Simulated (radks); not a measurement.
Values are calculated unless marked as measured or tabulated.
Valence configurations of Co (all share [Ar]). Level of theory: Dirac Kohn-Sham, PBE, spin-unpolarised, spherical densities, point nucleus; open shells fill j = l - 1/2 first (a radial shooting solver on a logarithmic mesh with Libxc functionals). Energies are relative to 3d7 4s2; eigenvalues in eV.

valence      E (eV)  e(3d3/2)  e(3d5/2)  e(4p1/2)  e(4p3/2)  e(4s1/2)
3d8 4s1      -1.111    -4.327    -4.153         -         -    -4.373
3d7.5 4s1.5  -0.913    -6.134    -5.951         -         -    -4.888
3d7 4s2       0.000    -8.294    -8.102         -         -    -5.467
3d9           0.052    -1.903    -1.746         -         -         -
3d7 4s1 4p1   4.310   -10.064    -9.871    -2.137         -    -6.593
3d7 4p2       8.885   -11.573   -11.378    -2.801         -         -
3d6 4s2 4p1   9.496   -15.222   -15.009    -2.655         -    -7.751
3d6 4s1 4p2  14.701   -16.708   -16.494    -3.290         -    -8.597
3d6 4p3      20.195   -18.125   -17.909    -3.876    -3.779         -
3d5 4s2 4p2  24.976   -22.813   -22.578    -3.851         -    -9.786

NIST lists [Ar] 3d7 4s2 as the ground configuration; this level of theory puts 3d8 4s1 lower, by 1.111 eV. The energies are those of spherical spin-averaged densities, not of single terms.
